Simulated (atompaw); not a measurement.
# Varying the PAW (atompaw) potential for arsenic (As)

Base potential:

```json
{
  "Element": "As (Z = 33)",
  "Generator": "atompaw 4.2.0.5",
  "Type": "PAW",
  "Functional": "PBEsol",
  "Relativity": "scalar-relativistic",
  "Frozen core": "[Ar]",
  "Valence charge": "15",
  "Reference configuration": "3d10 4s2 4p3",
  "Partial waves": "4s (bound): rc 1.65 bohr; 4s channel at -0.65 Ry: rc 1.65 bohr; 4p (bound): rc 1.65 bohr; 4p channel at 2.3 Ry: rc 1.65 bohr; 3d (bound): rc 0.80 bohr; 3d channel at -0.7 Ry: rc 0.80 bohr",
  "Local potential": "troulliermartins scheme with l = 3 at 0.5 Ry, radius 1.50 bohr",
  "Core correction": "smooth core density matched at 0.90 bohr",
  "Augmentation charge": "gaussian compensation charge, radius 1.55 bohr; PAW radius 1.65 bohr; waves and projectors: custom rrkj vanderbiltortho"
}
```

All-electron outer shells of the reference configuration (PBEsol, scalar-relativistic, ld1.x):

| shell | level (eV) | outermost node (bohr) | outermost maximum (bohr) |
| --- | --- | --- | --- |
| 3s | -189.91 | 0.25 | 0.52 |
| 3p | -133.47 | 0.22 | 0.52 |
| 3d | -40.64 | – | 0.47 |
| 4s | -14.50 | 0.73 | 1.61 |
| 4p | -5.20 | 0.78 | 1.97 |

Cutoffs, loose and tight: the cutoffs (Ry, on a coarse ladder) from which the occupation-weighted sum of valence levels, in a spherical-Bessel basis at the reference potential, stays within 10 and 1 mRy of its value at 400 Ry. They see the waves, projectors and local potential, not the compensation charge or the core. A dash means not determined.

A true bound ghost makes a file unfit for plane-wave use even where its test errors are small: the radial tests pick states by their node count and pass the ghost by.

```csv
change,outcome,"cutoff, loose","cutoff, tight",bound ghosts
base,generated,260 Ry,over 300 Ry,none
"all radii scaled by about 0.74 (s 1.22, p 1.22, d 0.58 bohr); local potential troulliermartins scheme with l = 3 at 0.5 Ry, radius 1.10 bohr; augmentation gaussian compensation charge, radius 1.14 bohr; PAW radius 1.22 bohr; waves and projectors: custom rrkj vanderbiltortho; core correction smooth core density matched at 0.66 bohr",failed: atompaw: The overlap operator has at least one negative eigenvalue!,–,–,–
"all radii scaled by about 0.80 (s 1.32, p 1.32, d 0.64 bohr); local potential troulliermartins scheme with l = 3 at 0.5 Ry, radius 1.20 bohr; augmentation gaussian compensation charge, radius 1.24 bohr; PAW radius 1.32 bohr; waves and projectors: custom rrkj vanderbiltortho; core correction smooth core density matched at 0.72 bohr",generated,over 300 Ry,over 300 Ry,"s, p"
"all radii scaled by about 0.87 (s 1.44, p 1.44, d 0.70 bohr); local potential troulliermartins scheme with l = 3 at 0.5 Ry, radius 1.30 bohr; augmentation gaussian compensation charge, radius 1.36 bohr; PAW radius 1.44 bohr; waves and projectors: custom rrkj vanderbiltortho; core correction smooth core density matched at 0.78 bohr",generated,over 300 Ry,over 300 Ry,"s, p"
"all radii scaled by about 0.93 (s 1.54, p 1.54, d 0.74 bohr); local potential troulliermartins scheme with l = 3 at 0.5 Ry, radius 1.40 bohr; augmentation gaussian compensation charge, radius 1.44 bohr; PAW radius 1.54 bohr; waves and projectors: custom rrkj vanderbiltortho; core correction smooth core density matched at 0.84 bohr",generated,300 Ry,over 300 Ry,s
"all radii scaled by about 1.10 (s 1.82, p 1.82, d 0.88 bohr); local potential troulliermartins scheme with l = 3 at 0.5 Ry, radius 1.64 bohr; augmentation gaussian compensation charge, radius 1.70 bohr; PAW radius 1.82 bohr; waves and projectors: custom rrkj vanderbiltortho; core correction smooth core density matched at 0.98 bohr",generated,200 Ry,over 300 Ry,none
"all radii scaled by about 1.16 (s 1.92, p 1.92, d 0.92 bohr); local potential troulliermartins scheme with l = 3 at 0.5 Ry, radius 1.74 bohr; augmentation gaussian compensation charge, radius 1.80 bohr; PAW radius 1.92 bohr; waves and projectors: custom rrkj vanderbiltortho; core correction smooth core density matched at 1.04 bohr",generated,200 Ry,300 Ry,none
"all radii scaled by about 1.23 (s 2.04, p 2.04, d 0.98 bohr); local potential troulliermartins scheme with l = 3 at 0.5 Ry, radius 1.84 bohr; augmentation gaussian compensation charge, radius 1.92 bohr; PAW radius 2.04 bohr; waves and projectors: custom rrkj vanderbiltortho; core correction smooth core density matched at 1.10 bohr",generated,160 Ry,260 Ry,none
"all radii scaled by about 1.30 (s 2.14, p 2.14, d 1.04 bohr); local potential troulliermartins scheme with l = 3 at 0.5 Ry, radius 1.96 bohr; augmentation gaussian compensation charge, radius 2.02 bohr; PAW radius 2.14 bohr; waves and projectors: custom rrkj vanderbiltortho; core correction smooth core density matched at 1.18 bohr",generated,140 Ry,230 Ry,none
```

Reading the sweep of the scale of all radii (base = 1) (base included, trends over the rows without a ghost): The loose cutoff falls from 260 Ry at 1 to 140 Ry at 1.3. A larger radius leaves more room for a smooth pseudo-wave, so fewer plane waves are needed; a smaller one forces it to follow the all-electron wave where it bends sharply. Bound ghosts are found at 0.8, 0.87, 0.93. The generation fails at 0.74.
